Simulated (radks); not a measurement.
Spin polarisation of the 4s1 shell in the zinc ion Zn+. Start: [Ar] 3d10 4s(up 0.5, down 0.5); electrons of 4s are moved from spin down to spin up, other shells keep equal spins. All-electron calculation, scalar-relativistic Kohn-Sham, r2SCAN, spin-polarised, spherical densities, finite nucleus; meta-GGA in the generalised Kohn-Sham scheme; Fermi nuclear charge, rms radius of each element as measured or else 0.836 A^(1/3) + 0.57 fm. Program: a radial shooting solver on a logarithmic mesh with Libxc functionals.

moment (Bohr magnetons),E - E(0) (eV),e(4s up) (eV),e(4s down) (eV),3d down minus up (eV)
0,0.000,-13.873,-13.873,0.000
0.25,-0.036,-14.144,-13.561,0.053
0.5,-0.146,-14.409,-13.236,0.105
0.75,-0.328,-14.655,-12.922,0.158
1,-0.579,-14.872,-12.568,0.213

At moment 1 the spin-polarisation energy is -0.579 eV and the 4s exchange splitting 2.304 eV, that is 2.304 eV per Bohr magneton; E = -I m^2/4 would give I = 2.318 eV.
